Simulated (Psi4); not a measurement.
**NbCl5 (niobium pentachloride): methods side by side**

The species is NbCl5 (6 atoms), meant as a singlet with charge 0. As SMILES, `Cl[Nb](Cl)(Cl)(Cl)Cl`. The shape is that of a PBE0-D4/def2-TZVP optimisation.

Each level gives the HOMO–LUMO gap (eV). The values are calculated.

```tsv
level	kind	program	value (eV)	CPU time
M06-L/def2-TZVP (density fitting, core potential)	meta-GGA	Psi4	3.27	1.8 min
BHLYP/def2-TZVP (density fitting, core potential)	global hybrid	Psi4	6.86	42 s
M06-2X/def2-TZVP (density fitting, core potential)	hybrid meta-GGA	Psi4	6.97	2.2 min
PBE0/def2-TZVP (density fitting, core potential)	global hybrid	Psi4	4.86	50 s
CAM-B3LYP/def2-TZVP (density fitting, core potential)	range-separated hybrid	Psi4	7.16	65 s
wB97M-V/def2-TZVP (density fitting, core potential)	range-separated hybrid	Psi4	9.00	2.9 min
B2PLYP/def2-TZVP (density fitting, core potential, density fitting for correlation)	double hybrid	Psi4	7.12	40 s
DSD-PBEP86/def2-TZVP (density fitting, core potential, density fitting for correlation)	double hybrid	Psi4	8.77	33 s
```

The values span 3.27 to 9.00 eV. Orbital gaps aren't excitation energies, and those of double hybrids come from the SCF part alone; they tend to grow with the share of exact exchange. CPU times are rough (shared hosts, several kinds of processor and program).
